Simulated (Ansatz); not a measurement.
Input file for Ansatz (an electronic-structure program): U-PBE/def2-TZVPP on CdF2 (SMILES [F][Cd][F]), a point of a bond scan (R = 2.610 Å). Elements past Kr take the def2 small-core potentials; no spin–orbit coupling.

Ansatz 0.2 input:
```yaml
crystal:
  periodic: [false, false, false]
  atoms:
    - {symbol: Cd, position_ang: [0.00000000, 0.00000000, 0.00000000]}
    - {symbol: F, position_ang: [-0.00000000, -0.00000000, -2.61021563]}
    - {symbol: F, position_ang: [0.00000000, 0.00000000, 1.93349306]}
basis:
  gaussian:
    orbitals: def2-TZVPP
hamiltonian:
  xc: {name: PBE}
magnetization: {spin_polarized: true, initial_magnetization: 0}
```

Output:

```
WARN ansatz: RAYON_NUM_THREADS=1 ignored (pool sized by the plan → 1); use --threads N
Functional definition: PBE
integrals: 0.03 GiB planned
694 factors; their error is unknown
mean field: 0.34 GiB planned
mean field evaluation 1: about -9985.7207 eV, gradient 5.2e1 eV
mean field evaluation 2: about -9686.2616 eV, gradient 1.6e2 eV
mean field evaluation 4: about -9989.5005 eV, gradient 3.8e1 eV
mean field evaluation 8: about -9995.4882 eV, gradient 3.7e0 eV
mean field evaluation 16: about -9995.5433 eV, gradient 3.8e-3 eV
mean field evaluation 32: about -9993.1021 eV, gradient 2.6e0 eV
mean field -9995.54327527 eV, -367.3294401438 hartree, gradient 6.8e-6 eV, S^2 0.000000; 5 other end points of the search recorded, 0 dependent functions left out
reference -9995.54331124 eV, -367.3294414654 hartree; 19, 19 occupied and 99, 99 virtual orbitals, 694 factors
Total energy: -9995.54331124 eV, -367.3294414654 hartree
```

Self-consistency was reached.

Cost: around 7 core-seconds (rough).
